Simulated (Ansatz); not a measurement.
`OCBCl` + H₂Se → `ClB[SeH]` + CH₃OH  (ligand exchange at a B–C bond)

Gas-phase electronic energies from Ansatz, PBE0-D4/def2-TZVP geometries. CBS: MP2 limit from def2 TZ/QZ plus the TZ coupled-cluster correction, frozen cores. This one scheme is used for every species. Functionals use def2-TZVPP. For Se outer-core shells are correlated without core-valence functions, which leaves a few kJ/mol of doubt a bond. Scalar relativity is left out up to krypton. Each species was taken in one conformer, which may not be the lowest.

```tsv
level	ΔE (kcal/mol)	difference from CCSD(T)/CBS
CAM-B3LYP-D4	-14.4	2.4
ωB97M-V	-14.6	2.2
PBE	-16.1	0.7
LC-ωPBE	-14.8	2.0
HF/def2-SVP	-15.0	1.8
CCSD/def2-SVP	-15.9	0.9
CCSD(T)/def2-SVP	-16.4	0.4
CCSD/def2-TZVPP	-16.2	0.6
HF/def2-QZVPP	-15.3	1.5
MP2/def2-QZVPP	-18.0	-1.2
CCSD(T)/CBS	-16.8	0
```

Largest T1 diagnostic among the species: 0.012.

In def2-TZVPP, CCSD(T) changes the Hartree–Fock value by −1.1 kcal/mol (the triples alone add −0.4 kcal/mol) and MP2 by −2.5 kcal/mol. Leaving LDA and LC-ωPBE aside and taking each functional with its dispersion term where it has one, the values, not all of them listed here, spread over 2.4 kcal/mol, from PBE-QIDH to CAM-B3LYP-D4. LDA lies +2.6 kcal/mol from PBE without D4.
